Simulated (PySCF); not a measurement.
# Electronic structure of N²⁺ (nitrogen, charge +2) at the M06-2X level

Configuration: [He] 2s2 2p1, 2P determinant. Calculation: PySCF 2.14, in cc-pVDZ-DK; scalar relativity by spin-free X2C-1e.

```
Total energy                                                  : -52.9784 hartree
One-electron energy                                           : -65.4682 hartree
Hartree (Coulomb) energy                                      : 18.3311 hartree
Exchange-correlation energy                                   : -5.8413 hartree
⟨S²⟩                                                          : 0.7508
⟨L²⟩                                                          : 2.002
Sum of ⟨r⟩                                                    : 3.952 bohr
Sum of ⟨r²⟩                                                   : 5.049 bohr²
Traceless quadrupole moment −½Σ⟨3z² − r²⟩ along its main axis : -0.608 e·bohr²
Langevin diamagnetic susceptibility                           : -4.00 ×10⁻⁶ cm³/mol
Time after the integrals                                      : 0.11 s of wall time on 1 thread of Intel(R) Xeon(R) Platinum 8375C CPU @ 2.90GHz (shared host)
```

| shell | electrons | mean orbital energy (hartree) | rms radius, mean of both spins (bohr) |
| --- | --- | --- | --- |
| 1s α | 1 | -16.36897 | 0.265 |
| 1s β | 1 | -16.34648 | 0.265 |
| 2s α | 1 | -2.00158 | 1.29 |
| 2s β | 1 | -1.90292 | 1.29 |
| 2p α | 1 | -1.58458 | 1.25 |
